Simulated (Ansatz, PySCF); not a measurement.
Se(Cl)(GeH3) (ClGeH₃Se), SMILES Cl[Se][GeH3]. Atoms are numbered in the order given.

```xyz
6

Se     0.3174     0.5113     0.8557
Cl     1.6019     1.0188    -0.8945
Ge    -1.0908    -0.9750    -0.3734
H     -0.2384    -2.1257    -0.9325
H     -2.1143    -1.4829     0.6618
H     -1.7767    -0.1929    -1.5053
```
Charge 0, spin multiplicity 1.

The structure is a stationary point at B3LYP-D3(BJ)/def2-SVP. The structure was generated by enumeration, and PubChem lists no compound with its InChIKey, so it may never have been made.

Two levels are set side by side: PBE-D3(BJ)/def2-SVP (Ansatz, a quantum-chemistry and plane-wave program) and B3LYP-D3(BJ)/def2-SVP (Ansatz). Each level has its own optimised geometry; the coordinates shown are those of the second. Frequencies come from the Hessian of PySCF at each geometry. Differences are taken from unrounded values.

```csv
quantity,B3LYP-D3(BJ),PBE-D3(BJ),PBE-D3(BJ) minus B3LYP-D3(BJ)
mean bond length (Å),1.847,1.852,0.005
bond Se1–Cl2 (Å),2.229,2.226,-0.003
bond Se1–Ge3 (Å),2.388,2.385,-0.003
bond Ge3–H4 (Å),1.537,1.547,0.010
bond Ge3–H5 (Å),1.542,1.552,0.010
bond Ge3–H6 (Å),1.537,1.547,0.010
highest harmonic wavenumber (cm⁻¹),2154,2103,-52
mean harmonic wavenumber (cm⁻¹),910,884,-27
zero-point energy (kcal/mol),15.61,15.16,-0.46
```
